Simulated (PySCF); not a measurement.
Run record: geometry optimisation, AuCl3(PH3), `[PH3]->[Au]([Cl])([Cl])[Cl]`.

Computed with PBE0-D3(BJ)/def2-SVP geometry optimisation, gas phase, def2 core potentials past Kr (PySCF 2.14.0). Start geometry: GFN2-xTB. A driver script takes a list of jobs; this job's settings line and coordinates (Å) are shown.

Input:
```
{"job": {"xc": "PBE0", "basis": "def2-SVP", "d3": "d3bj", "grid": 1, "maxiter": 30, "shake": 0.03, "kind": "geom"}, "charge": 0, "multiplicity": 1}
Au    -0.094940     1.098770     0.001210
Cl     2.081340     0.579800     0.080830
Cl    -0.084910     3.427540    -0.058610
Cl    -2.320370     1.234900    -0.132620
P      0.068890    -1.146480    -0.017270
H      0.680850    -1.669040     1.096480
H      0.823780    -1.704690    -1.001210
H     -1.016420    -1.906460    -0.052520
```

Output:
```
step   0  E = -1858.40053374  max force = 0.045619
step   1  E = -1858.41122913  max force = 0.033760
step   2  E = -1858.41915018  max force = 0.009526
step   3  E = -1858.41970170  max force = 0.002970
step   4  E = -1858.41979010  max force = 0.001293
step   5  E = -1858.41981191  max force = 0.000930
step   6  E = -1858.41981681  max force = 0.000393
optimisation converged
```

Energies in Eh; «max force» is the largest Cartesian gradient component in Eh/bohr.

Problem. How much energy does the optimisation release, in kcal/mol?

Solution. E(step 0) − E(last step) = 0.019283 Eh, which is 12.1 kcal/mol.

Summary of the converged run: final energy -1858.41982 Eh after 6 steps; dipole 7.90 D.

On an Arm Neoverse V2 with one thread, shared host with 96 logical CPUs at a one-minute load of 25, this took 48 s of wall time and 0.45 GiB of memory at its peak.
Labels such as C1 count atoms from 1, the log's own numbers from 0.
